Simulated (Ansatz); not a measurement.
The cluster Na₆P⁻, relaxed as a singlet with RKS PBE-D4/def2-SVPD in Ansatz, starting from the GFN1-xTB geometry. Force threshold 0.02 eV/Å.

The restricted singlet is unstable towards broken spin symmetry at other levels; at PBE-D4/def2-SVPD this wasn't settled. The highest occupied level of the charge -1 singlet lies above zero (up to 0.46 eV). The electron is either unbound and held by the finite basis, or the level is raised by self-interaction error. Another isomer (singlet) lies 0.07 eV lower at PBE0-D4/def2-TZVPD; other spin states weren't run for this one.

Start:

```xyz
7

P    -0.298   -0.289    0.156
Na    0.726    0.461   -2.414
Na   -0.795   -2.093   -2.383
Na    0.688    2.066    1.504
Na    2.131   -0.551    1.684
Na   -0.230   -0.038    3.377
Na   -2.223    0.444   -1.923
```

Problem. Estimate the energy that the relaxation releases and the steps that it takes.

Solution. 17.0 kcal/mol, in 8 steps; 14 s on 4 threads of Intel Xeon Platinum 8488C on a shared host. The force fell under the threshold at step 6, but the optimiser went on and released 0.007 eV more. No frequencies were taken in this run, so the end may be a saddle point.

Problem. Does the start keep its bonding?

Solution. By distances, no bond broke or formed. The bond that changes most is P1–Na6, from 3.23 to 2.74 Å (atoms count from 1).

Problem. Predict the relaxed structure.

Solution. 
```xyz
7

P    -0.0040   -0.0054    0.0026
Na    0.9085    0.5434   -2.5186
Na   -0.6375   -2.2723   -1.3936
Na    0.6335    2.2755    1.3756
Na    2.2807   -0.7091    1.3390
Na   -0.8967   -0.5321    2.5346
Na   -2.2844    0.7000   -1.3396
```
Bond lengths (bridged metal pairs left out): 6 × Na–P 2.74 Å.
